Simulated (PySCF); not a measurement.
**Gas-phase thermal properties of Si₂O(OH)₆**

Method: PySCF energies (xtb for GFN2) plus ideal-gas RRHO corrections (1 bar). 6-31G* has spherical d functions here. All species are closed-shell singlets. B3LYP is the form with VWN-RPA correlation. No R ln 2 is added for the mirror-image form of Si₂O(OH)₆. Si₂O(OH)₆: computed as isolated molecules; such fragments, hydroxides, amides, oligomers or adducts are transient or little studied in the gas. The harmonic model lacks anharmonicity and excited electronic states, which grow with temperature; levels with a mode under 35 cm⁻¹ are left out. Internal rotation in Si₂O(OH)₆ is treated as a harmonic vibration of one conformer, which makes the entropy rough.

```json
[
 {"level": "B3LYP/6-31G*", "point group": "C2", "σ": "2", "ZPE (kJ/mol)": "245.5", "S°298 (J/mol/K)": "442.2", "Cp298 (J/mol/K)": "193.2", "S°1000 (J/mol/K)": "746.3", "H1000 − H298 (kJ/mol)": "183.3"},
 {"level": "GFN2-xTB", "point group": "C2", "σ": "2", "ZPE (kJ/mol)": "233.7", "S°298 (J/mol/K)": "467.4", "Cp298 (J/mol/K)": "202.7", "S°1000 (J/mol/K)": "778.1", "H1000 − H298 (kJ/mol)": "186.6"},
 {"level": "HF/6-31G*", "point group": "C2", "σ": "2", "ZPE (kJ/mol)": "262.0", "S°298 (J/mol/K)": "445.0", "Cp298 (J/mol/K)": "188.8", "S°1000 (J/mol/K)": "744.6", "H1000 − H298 (kJ/mol)": "180.8"},
 {"level": "PBE/def2-SVP", "point group": "C2", "σ": "2", "ZPE (kJ/mol)": "239.5", "S°298 (J/mol/K)": "444.3", "Cp298 (J/mol/K)": "197.0", "S°1000 (J/mol/K)": "751.9", "H1000 − H298 (kJ/mol)": "185.2"},
 {"level": "PBE0/def2-TZVP", "point group": "C2", "σ": "2", "ZPE (kJ/mol)": "247.8", "S°298 (J/mol/K)": "451.6", "Cp298 (J/mol/K)": "196.0", "S°1000 (J/mol/K)": "757.8", "H1000 − H298 (kJ/mol)": "184.3"}
]
```
σ: rotational symmetry number. Electronic degeneracy used: 1. Frequencies are unscaled.
